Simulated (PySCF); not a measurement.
**Argon: highly charged ions in a basis for the neutral atom**

Ar(11+) [He] 2s2 2p3, Ar(12+) [He] 2s2 2p2. Computed with PySCF 2.14 in def2-TZVP (5s5p2d1f, 37 functions), with the non-relativistic Hamiltonian (point nucleus). No spin-orbit coupling, so a gap to NIST mixes the basis error with missing relativistic terms.

Changed run: basis of the neutral atom used for a highly charged ion. This setting is unsound on purpose.

| species | method | sound run (hartree) | changed run (hartree) | converged |
| --- | --- | --- | --- | --- |
| Ar(11+) | UHF | not run | -453.10866 | yes |
| Ar(11+) | MN15 | not run | -453.22314 | yes |
| Ar(11+) | PBE0 | not run | -453.16713 | yes |
| Ar(12+) | UHF | not run | -430.26323 | yes |
| Ar(12+) | MN15 | not run | -430.34970 | yes |
| Ar(12+) | PBE0 | not run | -430.31801 | yes |

Ionisation energy of Ar(11+):

| method | changed run (eV) | NIST (eV) |
| --- | --- | --- |
| UHF | 621.66 | 619 ± 0.4 |
| MN15 | 622.42 | 619 ± 0.4 |
| PBE0 | 621.76 | 619 ± 0.4 |

The contracted functions were made for the neutral atom and can be too rigid for a highly charged ion.
